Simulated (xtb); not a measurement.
xtb input (GFN2-xTB):

```bash
xtb mol.xyz --gfn 2 --sp --chrg 1 --uhf 0
```
mol.xyz:
```
9

O     -1.43507027    -0.71174455    -0.59820396
B     -0.41388183    -0.03087898    -0.10920290
O     -0.98485854     1.22846625     0.48452368
P      1.44174997    -0.38746524     0.16241123
H     -1.29212764    -1.56982280    -1.01592826
H     -1.94654433     1.39319392     0.44433113
H     -0.46215198     1.95840274     0.85356103
H      1.63272899    -0.88370818    -1.14836077
H      1.87068485     0.93453405    -0.11431503
```

End of the output:

```
         :::::::::::::::::::::::::::::::::::::::::::::::::::::
         ::                     SUMMARY                     ::
         :::::::::::::::::::::::::::::::::::::::::::::::::::::
         :: total energy             -14.026565142254 Eh    ::
         :: gradient norm              0.032207863107 Eh/a0 ::
         :: HOMO-LUMO gap              4.118231597061 eV    ::
         ::.................................................::
         :: SCC energy               -14.117377184023 Eh    ::
         :: -> isotropic ES            0.146031123814 Eh    ::
         :: -> anisotropic ES         -0.001684213994 Eh    ::
         :: -> anisotropic XC          0.001674943513 Eh    ::
         :: -> dispersion             -0.003363228426 Eh    ::
         :: repulsion energy           0.090812041769 Eh    ::
         :: add. restraining           0.000000000000 Eh    ::
         :: total charge               1.000000000000 e     ::
         :::::::::::::::::::::::::::::::::::::::::::::::::::::

           -------------------------------------------------
          |                Property Printout                |
           -------------------------------------------------

    * Orbital Energies and Occupations

         #    Occupation            Energy/Eh            Energy/eV
      -------------------------------------------------------------
         1        2.0000           -0.9652653             -26.2662
         2        2.0000           -0.9020733             -24.5467
         3        2.0000           -0.8587854             -23.3687
         4        2.0000           -0.8550296             -23.2665
         5        2.0000           -0.8205430             -22.3281
         6        2.0000           -0.7750214             -21.0894
         7        2.0000           -0.7703514             -20.9623
         8        2.0000           -0.7242667             -19.7083
         9        2.0000           -0.6974706             -18.9791
        10        2.0000           -0.6236163             -16.9695
        11        2.0000           -0.6134210             -16.6920
        12        2.0000           -0.5645398             -15.3619 (HOMO)
        13                         -0.4131976             -11.2437 (LUMO)
Note: The following floating-point exceptions are signalling: IEEE_UNDERFLOW_FLAG IEEE_DENORMAL
normal termination of xtb
        14                         -0.3560660              -9.6890
        15                         -0.3161029              -8.6016
        16                         -0.2838937              -7.7251
        17                         -0.1862110              -5.0671
        18                         -0.1528854              -4.1602
        19                         -0.0860043              -2.3403
        20                         -0.0551476              -1.5006
        21                         -0.0034017              -0.0926
        22                          0.0395610               1.0765
        23                          0.0948452               2.5809
       ...                                ...                  ...
        26                          0.7226987              19.6656
      -------------------------------------------------------------
                  HL-Gap            0.1513422 Eh            4.1182 eV
             Fermi-level           -0.4888687 Eh          -13.3028 eV

     #   Z          covCN         q      C6AA      α(0)
     1   8 O        1.594    -0.378    20.465     6.105
     2   5 B        2.514     0.393    17.218     7.209
     3   8 O        2.383    -0.317    19.260     5.927
     4  15 P        2.906    -0.008   160.639    22.773
     5   1 H        0.805     0.366     0.553     1.168
     6   1 H        0.803     0.407     0.473     1.080
     7   1 H        0.804     0.397     0.490     1.099
     8   1 H        0.976     0.079     1.985     2.202
     9   1 H        0.976     0.061     2.179     2.307

 Mol. C6AA /au·bohr⁶  :        930.721889
 Mol. C8AA /au·bohr⁸  :      31233.339136
 Mol. α(0) /au        :         49.869738

Wiberg/Mayer (AO) data.
largest (>0.10) Wiberg bond orders for each atom

 ---------------------------------------------------------------------------
     #   Z sym  total        # sym  WBO       # sym  WBO       # sym  WBO
 ---------------------------------------------------------------------------
     1   8 O    2.328 --     2 B    1.388     5 H    0.844
     2   5 B    3.323 --     1 O    1.388     4 P    1.091     3 O    0.760
     3   8 O    2.451 --     7 H    0.823     6 H    0.809     2 B    0.760
     4  15 P    3.040 --     2 B    1.091     9 H    0.945     8 H    0.941
     5   1 H    0.866 --     1 O    0.844
     6   1 H    0.835 --     3 O    0.809
     7   1 H    0.842 --     3 O    0.823
     8   1 H    0.994 --     4 P    0.941
     9   1 H    0.996 --     4 P    0.945
 ---------------------------------------------------------------------------

Topologies differ in total number of bonds
Writing topology from bond orders to xtbtopo.mol

molecular dipole:
                 x           y           z       tot (Debye)
 q only:       -0.988       1.187       0.149
   full:       -1.305       1.495      -0.023       5.045
molecular quadrupole (traceless):
                xx          xy          yy          xz          yz          zz
 q only:       -0.096      -3.857       5.435      -1.856       6.559      -5.339
  q+dip:       -1.150      -3.665       6.727      -3.144       7.725      -5.576
   full:       -1.226      -3.629       6.979      -3.527       8.015      -5.753

           -------------------------------------------------
          | TOTAL ENERGY              -14.026565142254 Eh   |
          | GRADIENT NORM               0.032207863107 Eh/α |
          | HOMO-LUMO GAP               4.118231597061 eV   |
           -------------------------------------------------

------------------------------------------------------------------------
------------------------------------------------------------------------
 total:
 SCF:
```

It need not be the lowest isomer of its formula.
